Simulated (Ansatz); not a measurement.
Geometry optimisation, RKS BHLYP/6-31G* in Ansatz.

Input file:

```yaml
crystal:
  periodic: [false, false, false]
  atoms:
    - { symbol: B, position_ang: [0.0, 0.0, 0.0] }
    - { symbol: H, position_ang: [0.0, 0.0, 1.54] }
    - { symbol: F, position_ang: [1.1431, 0.0, -0.66] }
    - { symbol: "N", position_ang: [-1.3423, 0.0, -0.775] }
    - { symbol: H, position_ang: [-2.0112, -0.8164, -0.6764] }
    - { symbol: H, position_ang: [-1.5914, 0.8164, -1.4036] }
    - { symbol: "N", position_ang: [-0.2314, 1.7403, 0.5833] }
    - { symbol: H, position_ang: [-1.1621, 2.2275, 0.4417] }
    - { symbol: H, position_ang: [0.5667, 2.2503, 1.0593] }
    - { symbol: H, position_ang: [-0.1183, 0.89, 1.5631] }
basis:
  gaussian: { orbitals: "6-31G*" }
hamiltonian:
  xc: { name: BHLYP }
relax:
  f_tol: 0.15
  max_steps: 25
  restrain:
    - { distance: [0, 6], at: 1.55, k: 30.0 }
    - { distance: [9, 1], at: 0.66, k: 30.0 }
    - { distance: [0, 1], at: 2.39, k: 30.0 }
    - { distance: [9, 6], at: 2.26, k: 30.0 }
output:
  orbitals: {}
```

Launched with:

```bash
$ ansatz run input.yaml --threads 1 --pin off --max-ram 2048MiB --backend cpu --events-out ev --progress --plain --runs-dir out
```

Task: Where does it end, and by what steps?

Result: It converged. The restraints hold the end off the free minimum. After 15 steps the energy has fallen by 5.035 eV (the restraints' own energy left out); H6 moved furthest, 0.96 Å.

| step | energy less start (eV) | largest force component (eV/Å) | accepted |
| --- | --- | --- | --- |
| 0 | 0.0000 | 4.344 | yes |
| 1 | -0.7556 | 7.004 | yes |
| 2 | -2.4406 | 6.198 | yes |
| 3 | -3.7261 | 2.456 | yes |
| 4 | -4.1264 | 2.046 | yes |
| 5 | -4.4993 | 1.546 | yes |
| 6 | -4.7432 | 1.741 | yes |
| 7 | -4.8614 | 2.249 | yes |
| 8 | -4.9771 | 2.251 | yes |
| 9 | -4.9985 | 2.240 | yes |
| 10 | -5.0240 | 2.265 | no |
| 11 | -5.0239 | 2.197 | yes |
| 12 | -5.0235 | 2.165 | yes |
| 13 | -4.9882 | 1.997 | no |
| 14 | -5.0345 | 2.148 | yes |
| 15 | -5.0347 | 2.013 | yes |

```xyz
10
Properties=species:S:1:pos:R:3
B -0.157 0.609 -0.270
H -0.240 -0.356 1.930
F 0.985 -0.079 -0.344
N -1.326 0.046 -0.797
H -1.336 -0.874 -1.188
H -2.220 0.490 -0.763
N -0.118 1.942 0.370
H -0.849 2.612 0.221
H 0.773 2.369 0.533
H -0.259 0.347 1.979
```

The run took 53 s on 1 thread of Arm Neoverse V1 (shared host), peak memory 0.14 GiB.
